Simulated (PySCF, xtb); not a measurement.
CH3Si, SMILES C[Si] (connectivity only; charge and spin as stated), charge +1, multiplicity 1.

GFN2-xTB run with xtb at its own geometry gives an orbital gap of 2.83 eV.

The structure is a stationary point at r2SCAN-D4/def2-TZVP. The spin state was assumed, not searched. The isomer is the one that the SMILES or the coordinates give; other isomers of the formula were not compared.

Problem. What does PBE/def2-TZVPD (PySCF) give? (An estimate is asked for; the answer gives what the named calculation found.)

Solution. gap 3.07 eV (levels -13.21 and -10.15 eV).
